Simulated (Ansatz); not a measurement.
Consider the formal exchange of groups at a C–Si bond: `C[SiH](C)[SiH2]F` + `C1N[SiH2]1` → `C[SiH]1CN1` + `C[SiH2][SiH2]F`.

Isolated molecules relaxed with PBE0-D4/def2-TZVP in Ansatz; ΔE leaves out vibrations. CBS: MP2 limit from def2 TZ/QZ plus the TZ coupled-cluster correction, frozen cores. Functionals use def2-TZVPP. HSE06 is defined as in plane-wave codes. One conformer a species, not always the lowest.

| level | ΔE (kcal/mol) |
| --- | --- |
| r2SCAN-D4 | -1.2 |
| HSE06-D4 | -1.2 |
| revPBE | -1.4 |
| r2SCAN | -1.4 |
| r2SCAN0 | -1.5 |
| CCSD/def2-SVP | -0.8 |
| SCS-MP2/def2-QZVPP | -1.1 |
| CCSD/CBS(def2) | -1.3 |

Task: What does CCSD(T)/CBS give? (An estimate is asked.)

Result: Computed: -1.1 kcal/mol. The listed levels differ from it by -0.1, -0.1, -0.3, -0.3, -0.4, 0.3, 0.0, -0.2 kcal/mol.

Task: What do rigid-rotor, harmonic-oscillator terms from PBE0-D4/def2-TZVP frequencies (298.15 K, 1 bar) make of the CCSD(T)/CBS value? (Best estimate.)

Result: The calculation gave: ΔZPE = 0.0 kcal/mol, ΔH = -1.2 kcal/mol, ΔS = 1 J/(mol·K), ΔG = -1.2 kcal/mol. Modes under 50 cm⁻¹ make the entropy rough.

Largest T1 diagnostic among the species: 0.012.

Leaving LDA and LC-ωPBE aside and taking each functional with its dispersion term where it has one, the values, not all of them listed here, spread over 0.7 kcal/mol, from B97M-V to revPBE-D4. In def2-TZVPP, CCSD(T) changes the Hartree–Fock value by +0.9 kcal/mol (the triples alone add +0.2 kcal/mol) and MP2 by +1.0 kcal/mol.
